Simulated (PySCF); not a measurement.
**Orbital picture of BiH**

BLYP at R = 1.796 Å; PySCF, scalar-relativistic core potentials, basis sets Bi def2-TZVP with ECP60, H def2-TZVP. State: ³Σ⁻ (triplet), unpaired electrons π ↑↑. Only the outer orbitals are listed, counted within each symmetry, core potentials removing the inner ones.

```csv
spin,orbital,occ.,ε (eV),on Bi (%),main shells (%)
α,4σ,1,-14.87,95,94 Bi s
α,5σ,1,-7.35,55,"49 Bi p, 45 H s"
α,3π,1,-4.88,100,100 Bi p
α,3π,1,-4.88,100,100 Bi p
α,6σ,0,-0.67,56,"54 Bi p, 44 H s"
α,7σ,0,2.69,97,96 Bi p
α,4π,0,2.91,100,100 Bi p
β,4σ,1,-14.08,93,92 Bi s
β,5σ,1,-7.16,51,"49 H s, 44 Bi p"
β,3π,0,-3.74,100,100 Bi p
β,3π,0,-3.74,100,100 Bi p
β,6σ,0,-0.42,61,"59 Bi p, 39 H s"
```

Problem. Which are the highest filled and the lowest empty level, where do they sit, and how wide is the gap?

Solution. Highest filled α 3π at -4.88 eV (in %: 100 Bi p); lowest empty β 3π at -3.74 eV (in %: 100 Bi p); the gap at BLYP is 1.14 eV. Both belong to one degenerate shell, split only by its one-sided filling, so this is no excitation gap.

- bond order (Mayer): 0.97
- ⟨S²⟩: 2.003
- charge on Bi (Mulliken, basis-dependent): 0.08
- charge on Bi (Löwdin, basis-dependent): 0.07
- dipole moment (positive dipole means Bi(−)H(+)): -0.74 D

These are scalar-relativistic numbers at best; spin–orbit coupling would shift them, the dissociation energy most. The state is the lowest determinant that a PBE0 search found; another state may lie lower at other levels.
